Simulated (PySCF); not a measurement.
# SI: script and output

File input.py (PySCF 2.14):

```python
from pyscf import gto, scf

mol = gto.M(
    atom='S 0 0 0; I 0 0 2.41',
    basis='lanl2dz',
    ecp={'S': 'lanl2dz', 'I': 'lanl2dz'},
    charge=0,
    spin=1,
    verbose=4,
)
mf = scf.UHF(mol)
mf.kernel()
mf.stability(internal=True, external=True)
mf.dip_moment()
print('orbital energies (hartree):', [e[max(0, n-3):n+3].round(4) for e, n in zip(mf.mo_energy, mol.nelec)])
```

```bash
$ OMP_NUM_THREADS=1 python input.py
```

The log (some set-up lines and the per-cycle HOMO/LUMO lines with their warnings removed):

```
PySCF version 2.14.0

[INPUT] verbose = 4
[INPUT] num. atoms = 2
[INPUT] num. electrons = 13
[INPUT] charge = 0
[INPUT] spin (= nelec alpha-beta = 2S) = 1
[INPUT] symmetry False subgroup None
[INPUT] Mole.unit = angstrom
[INPUT] Symbol           X                Y                Z      unit          X                Y                Z       unit  Magmom
[INPUT]  1 S      0.000000000000   0.000000000000   0.000000000000 AA    0.000000000000   0.000000000000   0.000000000000 Bohr   0.0
[INPUT]  2 I      0.000000000000   0.000000000000   2.410000000000 AA    0.000000000000   0.000000000000   4.554239960202 Bohr   0.0

nuclear repulsion = 9.2221754600166
number of shells = 8
number of NR pGTOs = 24
number of NR cGTOs = 16
basis = lanl2dz
ecp = {'S': 'lanl2dz', 'I': 'lanl2dz'}

******** <class 'pyscf.scf.uhf.UHF'> ********
method = UHF
initial guess = minao
damping factor = 0
level_shift factor = 0
DIIS = <class 'pyscf.scf.diis.CDIIS'>
diis_start_cycle = 1
diis_space = 8
diis_damp = 0
SCF conv_tol = 1e-09
SCF conv_tol_grad = None
SCF max_cycles = 50
direct_scf = True
direct_scf_tol = 1e-13
number electrons alpha = 7  beta = 6
Set gradient conv threshold to 3.16228e-05
init E= -15.8497404234208

cycle= 1 E= -20.9510588861113  delta_E= -5.1  |g|= 0.322  |ddm|= 3.14
cycle= 2 E= -21.0094421186916  delta_E= -0.0584  |g|=  0.1  |ddm|= 0.495
cycle= 3 E= -21.0180967059969  delta_E= -0.00865  |g|= 0.0254  |ddm|= 0.14
cycle= 4 E= -21.0192167425908  delta_E= -0.00112  |g|= 0.0108  |ddm|= 0.044
cycle= 5 E= -21.0198409847959  delta_E= -0.000624  |g|= 0.00643  |ddm|= 0.0391
cycle= 6 E= -21.0201471315658  delta_E= -0.000306  |g|= 0.0042  |ddm|= 0.0351
cycle= 7 E= -21.0202858198682  delta_E= -0.000139  |g|= 0.00326  |ddm|= 0.0234
cycle= 8 E= -21.0204731642978  delta_E= -0.000187  |g|= 0.000909  |ddm|= 0.0599
cycle= 9 E= -21.0204790662722  delta_E= -5.9e-06  |g|= 0.000261  |ddm|= 0.00842
cycle= 10 E= -21.0204796201235  delta_E= -5.54e-07  |g|= 4.87e-05  |ddm|= 0.00392
cycle= 11 E= -21.0204796319018  delta_E= -1.18e-08  |g|= 9.99e-06  |ddm|= 0.000522
cycle= 12 E= -21.0204796323341  delta_E= -4.32e-10  |g|= 1.91e-06  |ddm|= 0.000117
Extra cycle  E= -21.0204796323429  delta_E= -8.86e-12  |g|= 1.26e-06  |ddm|= 3.8e-06
converged SCF energy = -21.0204796323429  <S^2> = 0.79708274  2S+1 = 2.0465412
uhf_internal: lowest eigs of H = [1.48914508e-06 1.13123175e-01 1.16436449e-01]
<class 'pyscf.scf.uhf.UHF'> wavefunction is stable in the internal stability analysis
uhf_real2complex: lowest eigs of H = [0.00061808 0.0860105  0.09308652]
<class 'pyscf.scf.uhf.UHF'> wavefunction is stable in the real -> complex stability analysis
uhf_external: lowest eigs of H = [6.19746375e-07 6.64895282e-03 5.07998068e-02]
<class 'pyscf.scf.uhf.UHF'> wavefunction is stable in the UHF/UKS -> GHF/GKS stability analysis
Dipole moment(X, Y, Z, Debye):  0.00000,  0.00000,  0.52049
orbital energies (hartree): [array([-0.4697, -0.39  , -0.3718, -0.0046,  0.5116,  0.5217]), array([-0.4514, -0.4111, -0.3578, -0.0211,  0.0186,  0.5049])]
```

In short: E(SCF) = -21.020480 Eh, 12 cycles, ⟨S²⟩ = 0.797, μz(SCF) = 0.52 D, internal stable; real -> complex stable; UHF/UKS -> GHF/GKS stable.

It ran on Arm Neoverse V2 (1 thread, shared host) in 0.63 s, peak memory 0.14 GiB.

The bond length is a typed value, not an optimised one. No search for the lowest solution was made.
